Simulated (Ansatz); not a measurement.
Geometry optimisation, RKS PBE-D4/def2-SVP in Ansatz 0.2.0.

input.yaml

```yaml
crystal:
  periodic: [false, false, false]
  atoms:
    - { symbol: F, position_ang: [-1.9912, -0.1672, 1.0496] }
    - { symbol: C, position_ang: [-0.6738, 0.0608, 1.0336] }
    - { symbol: O, position_ang: [-0.0434, -1.1877, 0.8992] }
    - { symbol: Ge, position_ang: [0.9466, -0.9494, -0.6435] }
    - { symbol: Si, position_ang: [-0.144, 1.0121, -0.5104] }
    - { symbol: H, position_ang: [-0.3452, 0.5982, 1.9589] }
    - { symbol: H, position_ang: [2.4317, -0.8871, -0.4149] }
    - { symbol: H, position_ang: [0.3429, -1.8534, -1.7648] }
    - { symbol: H, position_ang: [-1.2235, 1.2, -1.4333] }
    - { symbol: H, position_ang: [0.7831, 2.1225, -0.1713] }
basis:
  gaussian: { orbitals: def2-SVP }
hamiltonian:
  xc: pbe
  dispersion: d4
relax:
  f_tol: 0.02
  max_steps: 50
```

Launched with:

```bash
$ ansatz run input.yaml --threads 2 --pin off --max-ram 3072MiB --backend cpu --events-out ev --progress --plain --runs-dir out
```

Question: Where does it end, and by what steps?

Answer: It converged. After 10 steps the energy has fallen by 0.616 eV; O3 moved furthest, 0.49 Å.

| step | energy less start (eV) | largest force component (eV/Å) | accepted |
| --- | --- | --- | --- |
| 0 | 0.0000 | 2.010 | yes |
| 1 | -0.4678 | 0.900 | yes |
| 2 | -0.5565 | 0.451 | yes |
| 3 | -0.5676 | 0.289 | yes |
| 4 | -0.5852 | 0.281 | yes |
| 5 | -0.5975 | 0.340 | yes |
| 6 | -0.6090 | 0.325 | yes |
| 7 | -0.6140 | 0.226 | yes |
| 8 | -0.6135 | 0.099 | no |
| 9 | -0.6126 | 0.230 | no |
| 10 | -0.6162 | 0.019 | yes |

```xyz
10
Properties=species:S:1:pos:R:3
F -1.917 -0.498 0.790
C -0.655 0.065 1.064
O 0.334 -0.915 1.061
Ge 0.923 -0.971 -0.721
Si -0.171 1.146 -0.495
H -0.723 0.526 2.077
H 2.467 -1.138 -0.690
H 0.284 -2.167 -1.480
H -1.256 1.640 -1.411
H 0.797 2.260 -0.192
```

Time of the run: 47 s on 2 threads of Intel(R) Xeon(R) Platinum 8259CL CPU @ 2.50GHz (Skylake/Cascade Lake), on a shared host, peak memory 0.2 GiB.
